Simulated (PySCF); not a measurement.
**Correlation energy of Si (silicon, neutral)**

[Ne] 3s1 3p2 4s1, high-spin 5P determinant (an excited configuration). Calculation: PySCF 2.14, in aug-cc-pwCVDZ (6s5p3d, 36 functions); the non-relativistic Hamiltonian (point nucleus). Frozen: 1s2; 12 electrons correlated.

```
  level  correlation energy (mhartree)
   CCSD                        -155.62
    (T)                          -1.17
CCSD(T)                        -156.79
```

Diagnostics: T1 = 0.0062, D1 = 0.0268, largest double amplitude 0.045.

Task: Is a single reference adequate?

Result: Yes: T1 lies below 0.03 and no double amplitude reaches 0.07.
